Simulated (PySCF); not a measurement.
A GIAO shielding run with PySCF (density fitting, non-relativistic, gas phase) on `N[SiH2]C[SiH2]N1CCCC1`, C$_{5}$H$_{16}$N$_{2}$Si$_{2}$:

```
$ OMP_NUM_THREADS=1 python probes_run.py task.json out

{"job": {"kind": "nmr", "xc": "PBE0", "basis": "pcSseg-1"}, "charge": 0, "multiplicity": 1}
N      3.814876     0.763534     0.840070
Si     3.562183    -0.587574    -0.225355
C      1.753354    -1.064624    -0.112570
Si     0.624872     0.437342    -0.037073
N     -0.973063    -0.008761    -0.564182
C     -1.738597    -1.076586     0.047942
C     -2.907213    -0.376720     0.768397
C     -3.053379     0.973415     0.034589
C     -1.958677     0.936866    -1.048447
H      4.644359     1.336317     0.729012
H      3.588133     0.665314     1.824347
H      3.907402    -0.104644    -1.597686
H      4.417403    -1.794735     0.047856
H      1.594187    -1.691038     0.781984
H      1.481412    -1.678332    -0.988098
H      0.668679     0.968727     1.371326
H      1.065407     1.524435    -0.960599
H     -1.119678    -1.689921     0.721557
H     -2.131825    -1.758334    -0.732545
H     -2.660775    -0.215461     1.828505
H     -3.826701    -0.980428     0.738930
H     -2.879770     1.810620     0.727058
H     -4.054376     1.115290    -0.399683
H     -2.389985     0.576149    -2.003703
H     -1.511362     1.921737    -1.250878
```

Hardware: 1 thread of an Arm Neoverse V2, shared host. The job also computes population analyses, field gradients, ring-centre shieldings.

Q: How large is the calculation?

A: 88 electrons, 247 basis functions and 1317 auxiliary functions.

Q: How long does it take, and how much memory does it need?

A: 68 s of wall time, with 13 SCF cycles and 4 response iterations; peak memory 1.3 GiB. Times on a shared host scatter by some tens of per cent.

Q: And these other runs on the same molecule and hardware: GIAO shielding at KT3/pcSseg-1?

A: KT3/pcSseg-1: 247 functions, 73 s.
